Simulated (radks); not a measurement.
The krypton ion Kr5+, configuration [Ar] 3d10 4s2 4p1. All-electron calculation, Dirac Kohn-Sham, PBE, spin-unpolarised, spherical densities, point nucleus; open shells fill j = l - 1/2 first. Program: a radial shooting solver on a logarithmic mesh with Libxc functionals. Some entries of the table are withheld. Estimate them.

orbital  occ.  eigenvalue (eV)  <r^2> (bohr^2)
1s1/2       2        -14229.89        0.002318
2s1/2       2        -1938.553         0.03964
2p1/2       2              (1)         0.03038
2p3/2       4              (2)         0.03181
3s1/2       2        -337.6943             (3)
3p1/2       2        -274.2942          0.3311
3p3/2       4        -266.3404          0.3439
3d3/2       4        -155.7656          0.3680
3d5/2       6        -154.4459          0.3728
4s1/2       2         -87.2507           2.194
4p1/2       1              (4)           2.647
4p3/2       0              (5)           2.721

Answer. 
(1) 2p1/2 eigenvalue (eV): -1759.239
(2) 2p3/2 eigenvalue (eV): -1705.378
(3) 3s1/2 <r^2> (bohr^2): 0.3220
(4) 4p1/2 eigenvalue (eV): -70.8433
(5) 4p3/2 eigenvalue (eV): -69.7576
